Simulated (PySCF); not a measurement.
# Spin-rotation constants: `F[C@@]12C[C@H](S)C[C@@H]1C2`, C6H9FS

Geometry:
| atom | x (Å) | y (Å) | z (Å) |
| --- | --- | --- | --- |
| F1 | 1.888 | -1.922 | 0.429 |
| C2 | 1.044 | -0.868 | 0.221 |
| C3 | -0.318 | -1.230 | -0.326 |
| C4 | -1.233 | -0.077 | 0.106 |
| S5 | -1.477 | 1.066 | -1.321 |
| C6 | -0.553 | 0.619 | 1.298 |
| C7 | 0.909 | 0.236 | 1.221 |
| C8 | 1.623 | 0.471 | -0.087 |
| H9 | -0.639 | -2.169 | 0.129 |
| H10 | -0.312 | -1.357 | -1.409 |
| H11 | -2.231 | -0.435 | 0.360 |
| H12 | -2.369 | 1.849 | -0.718 |
| H13 | -0.698 | 1.701 | 1.264 |
| H14 | -0.979 | 0.249 | 2.233 |
| H15 | 1.483 | 0.249 | 2.135 |
| H16 | 2.698 | 0.555 | -0.045 |
| H17 | 1.158 | 1.075 | -0.851 |

Computed, not measured: PySCF 2.14.0, GIAO B97-2/pcSseg-1 magnetisability, rotational g tensor and spin-rotation constants, non-relativistic, gas phase. Geometry: GFN2-xTB.

(1) Give the nuclear spin-rotation constants along the inertial axes (H = +C I·J) beside the isotropic shieldings.

(2) How do the rotational constants and the g tensor change when H9, H10, H11, H12, H13, H14, H15, H16, H17 are replaced by deuterium?

Results:

(1) Rotational constants 3.3300, 1.2023, 1.1371 GHz. A star marks the isotopologue with that one atom substituted, in its own axes.
| atom | isotope | Caa (kHz) | Cbb (kHz) | Ccc (kHz) | mean (kHz) | σ (ppm) |
| --- | --- | --- | --- | --- | --- | --- |
| F1 | 19F | 0.858 | 0.811 | 0.624 | 0.764 | 386.1 |
| H9 | 1H | -0.299 | -0.106 | 0.005 | -0.133 | 29.0 |
| H10 | 1H | -0.329 | -0.013 | -0.086 | -0.143 | 29.7 |
| H11 | 1H | -0.249 | -0.112 | 0.007 | -0.118 | 28.2 |
| H12 | 1H | -0.199 | -0.069 | -0.111 | -0.126 | 29.9 |
| H13 | 1H | -0.196 | -0.053 | -0.104 | -0.117 | 30.2 |
| H14 | 1H | -0.353 | -0.108 | 0.022 | -0.146 | 29.3 |
| H15 | 1H | -0.182 | -0.034 | -0.128 | -0.115 | 30.2 |
| H16 | 1H | -0.166 | -0.132 | -0.048 | -0.115 | 30.5 |
| H17 | 1H | -0.093 | -0.126 | -0.068 | -0.096 | 30.1 |
| C2 | 13C* | 0.477 | 0.348 | 0.352 | 0.392 | 98.2 |
| C3 | 13C* | 0.528 | 0.213 | 0.224 | 0.322 | 145.2 |
| C4 | 13C* | 0.604 | 0.180 | 0.224 | 0.336 | 145.6 |
| S5 | 33S* | 0.602 | 0.307 | 0.354 | 0.421 | 513.9 |
| C6 | 13C* | 0.572 | 0.193 | 0.235 | 0.334 | 143.5 |
| C7 | 13C* | 0.329 | 0.203 | 0.225 | 0.253 | 159.7 |
| C8 | 13C* | 0.320 | 0.172 | 0.218 | 0.237 | 167.5 |

For the geometry as given, no vibrational averaging.

(2) Constants 2.7220, 1.1084, 1.0497 GHz; g 0.0050, -0.0083, -0.0076, against 0.0066, -0.0090, -0.0083 before.
